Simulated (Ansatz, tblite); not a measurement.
Removing and adding an electron: (H2Ga-mu-OH)2 (Ga₂O₂H₆). Charge 0, multiplicity 1. Geometry: PBE-D4/def2-SVP. Ansatz, gas phase; energy differences of separate SCF runs; the oxidised species was run as a doublet alone; the reduced species was run as a doublet alone.

Cartesian coordinates in Å:
```
Ga -1.454 0.030 0.504
H -1.904 -1.187 1.400
H -2.315 1.275 0.063
O 0.361 0.605 1.003
Ga 1.454 -0.029 -0.505
H 1.901 1.190 -1.400
H 2.317 -1.273 -0.066
O -0.361 -0.605 -1.003
H 0.646 1.080 1.797
H -0.644 -1.086 -1.794
```

The xTB rows come from tblite.

(1) Estimate orbital energies and vertical ionisation energies and electron affinities at: GFN1-xTB; GFN2-xTB; PBE-D4/def2-TZVP; PBE-D4/def2-TZVPD; r2SCAN-D4/def2-TZVP; r2SCAN-D4/def2-TZVPD; PBE0-D4/def2-TZVP; PBE0-D4/def2-TZVPD.

## Answers

(1) 
| level | −HOMO (eV) | vertical IE (eV) | −LUMO (eV) | vertical EA (eV) | HOMO–LUMO gap (eV) | IE − EA (eV) | remarks |
| --- | --- | --- | --- | --- | --- | --- | --- |
| GFN1-xTB | 11.29 | 13.80 | 5.07 | 2.52 | 6.22 | 11.28 | – |
| GFN2-xTB | 11.25 | 13.71 | 5.34 | 2.87 | 5.92 | 10.84 | – |
| PBE-D4/def2-TZVP | 6.33 | 9.00 | 1.39 | – | 4.94 | – | – |
| PBE-D4/def2-TZVPD | 6.38 | – | 1.55 | -0.12 | 4.83 | – | HOMO above zero (-1 doublet) |
| r2SCAN-D4/def2-TZVP | 6.67 | 9.23 | 0.97 | – | 5.70 | – | – |
| r2SCAN-D4/def2-TZVPD | 6.70 | – | 1.09 | -0.29 | 5.61 | – | HOMO above zero (-1 doublet) |
| PBE0-D4/def2-TZVP | 7.67 | 9.57 | 0.59 | – | 7.08 | – | – |
| PBE0-D4/def2-TZVPD | 7.70 | – | 0.81 | -0.31 | 6.89 | – | HOMO above zero (-1 doublet) |

   A HOMO above zero means that the electron is unbound at that level or that self-interaction error raises the level; the energy of removing that electron tells which. Raw xTB energy differences between charge states are shifted by several eV; the methods need an empirical correction for them. A negative affinity means that the extra electron isn't bound; its size then hangs on the basis.
